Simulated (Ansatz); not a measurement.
A first, cheap relaxation of `[F][Al][Br]` radical.

```yaml
crystal:
  periodic: [false, false, false]
  atoms:
    - {symbol: F, position_ang: [-1.171900, 1.068300, -0.533700]}
    - {symbol: Al, position_ang: [-0.447500, -0.495100, -0.295700]}
    - {symbol: Br, position_ang: [1.608400, -0.638000, 0.816200]}
basis:
  gaussian: {orbitals: def2-SVP}
magnetization: {spin_polarized: true, initial_magnetization: 1}
hamiltonian: {xc: pbe, dispersion: d4}
relax: {f_tol: 0.03, max_steps: 200}
```

```sh
$ ansatz run in.yaml --threads 2 --pin off --events-out ev --progress --plain
```

Output, abridged:

```
Functional definition: PBE
mean field -79333.10345557 eV, -2915.4377780833 hartree, gradient 5.5e-5 eV, S^2 0.751812; 0 other end points of the search recorded, 0 dependent functions left out
relax step   1: F+E_penalty+E_count = -79333.16536675 eV  Δ(F+E_penalty+E_count) = +0.000e0 eV  max|allowed force component| = 1.263e0 eV/Å  Δτ_max = 0.0000 Å  (27 SCF iters, accepted)
mean field -79333.14952623 eV, -2915.4394711488 hartree, gradient 7.0e-5 eV, S^2 0.751699; 0 other end points of the search recorded, 0 dependent functions left out
relax step   2: F+E_penalty+E_count = -79333.21177589 eV  Δ(F+E_penalty+E_count) = -4.641e-2 eV  max|allowed force component| = 7.364e-1 eV/Å  Δτ_max = 0.0309 Å  (27 SCF iters, accepted)
mean field -79333.16312211 eV, -2915.4399707881 hartree, gradient 4.1e-5 eV, S^2 0.751627; 0 other end points of the search recorded, 0 dependent functions left out
relax step   3: F+E_penalty+E_count = -79333.22585830 eV  Δ(F+E_penalty+E_count) = -1.408e-2 eV  max|allowed force component| = 6.921e-2 eV/Å  Δτ_max = 0.0344 Å  (27 SCF iters, accepted)
mean field -79333.16373416 eV, -2915.4399932807 hartree, gradient 5.0e-5 eV, S^2 0.751644; 0 other end points of the search recorded, 0 dependent functions left out
relax step   4: F+E_penalty+E_count = -79333.22633189 eV  Δ(F+E_penalty+E_count) = -4.736e-4 eV  max|allowed force component| = 4.493e-3 eV/Å  Δτ_max = 0.0095 Å  (27 SCF iters, accepted)
mean field -79333.16373416 eV, -2915.4399932807 hartree, gradient 5.0e-5 eV, S^2 0.751644; 1 other end points of the search recorded, 0 dependent functions left out
Total energy: -79333.22636613 eV, -2915.4422949632 hartree
Atom 0 at    -1.147287     1.033860    -0.523715 Å, force     0.000015    -0.000784    -0.000071 eV/Å
Atom 1 at    -0.434676    -0.469902    -0.286112 Å, force    -0.004493     0.001406    -0.002319 eV/Å
Atom 2 at     1.570962    -0.628758     0.796627 Å, force     0.004478    -0.000622     0.002390 eV/Å
Dipole moment:    -0.106786    -0.268411    -0.085788 e Å
```

Run time 2.5 s (2 threads of a server CPU on a shared host); peak host memory 0.15 GiB.
